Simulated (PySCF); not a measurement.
# Assigning NMR signals

Cartesian coordinates in Å; atom numbers follow the order of the lines, from 1:
```xyz
17

O     4.134    0.063   -0.985
C     3.501   -0.609   -0.209
C     2.074   -0.484    0.024
C     1.146    0.387   -0.539
N    -0.019    0.052    0.036
C    -1.302    0.620   -0.176
C    -2.226    0.745    1.002
C    -2.500   -0.277   -0.054
N     0.172   -0.956    0.896
N     1.400   -1.277    0.895
H     3.968   -1.400    0.404
H     1.257    1.167   -1.261
H    -1.284    1.397   -0.929
H    -2.852    1.621    1.061
H    -1.852    0.393    1.951
H    -2.305   -1.309    0.191
H    -3.320   -0.121   -0.738
```

- NMR shieldings at PBE0/pcSseg-1/GIAO
- GFN2-xTB geometry
- run in PySCF 2.14.0 with density-fitted response routines
- fast rotation and ring inversion assumed for equivalent nuclei, relativity neglected, no solvent model, one computed conformer

References, each an isolated molecule treated in the same way: TMS for ¹³C (σref 186.93) and ¹H (σref 31.72).

Q: Assign these signals to the numbered atoms. ¹³C{¹H} NMR (computed): δ 190.8, 153.1, 133.6, 32.9, 12.6.

A: 
```tsv
δ (ppm)	atoms	environment	reason
190.8	C2	aldehyde carbonyl carbon	the double bond to the heteroatom, with no lone-pair donor beside it, deshields it most
153.1	C3	substituted aromatic carbon next to a ring nitrogen	–
133.6	C4	aromatic CH next to a ring nitrogen	–
32.9	C6	three-membered-ring carbon	the inductive effect lowers its shielding
12.6	C7/C8	three-membered-ring carbon	–
```

Q: Assign these signals to the numbered atoms. ¹H NMR (600 MHz, computed): δ 10.39 (s, 1H), 8.26 (s, 1H), 3.58 (m, 1H), 1.85 (m, 2H), 1.21 (m, 2H).

A: 
10.39 → H11, hydrogen on an aldehyde carbonyl carbon: the formyl region, downfield of aromatic protons
8.26 → H12, hydrogen on an aromatic CH next to a ring nitrogen: ring current plus the neighbouring ring nitrogen
3.58 → H13, hydrogen on a three-membered-ring carbon: its carbon carries N, hence the downfield position
1.85 → H15/H16, hydrogen on a three-membered-ring carbon
1.21 → H14/H17, hydrogen on a three-membered-ring carbon: cyclopropane-type protons are shielded by the ring

Shifts are as computed. Against solution values, carbons near 30 ppm lie about +3 ppm off and those near 130 ppm about +5 ppm. Of 1211 compounds with measured shifts, 218 miss one by over three times the rms of a fit or turn the order of signals round; such compounds aren't used in these exercises. No couplings were computed; multiplicities are counted from neighbouring protons, with m where these are inequivalent, close in shift, in a saturated or five-membered ring or joined by F or P, and br s for small geminal =CH2 splittings.
